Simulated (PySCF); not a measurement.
## Au⁺: excitation energy

Au⁺ [Xe] 4f14 5d10 (1S) → Au⁺ [Xe] 4f14 5d9 6s1 (3D), as a difference of total energies. Calculation: PySCF 2.14, in aug-cc-pVDZ-PP with ECP60MDF (5s5p4d2f, 54 functions); scalar relativity through the core potential. Correlated levels: valence: 5s2 5p6 frozen. The calculations carry no spin-orbit coupling.

```tsv
method	excitation energy (eV)
UHF	2.186
MP2 (valence)	2.657
SCS-MP2 (valence)	2.715
CCSD (valence)	2.529
CCSD(T) (valence)	2.557
```

How much does correlation contribute at CCSD(T) (valence)?

2.557 − (2.186) = 0.371 eV, measured against UHF.
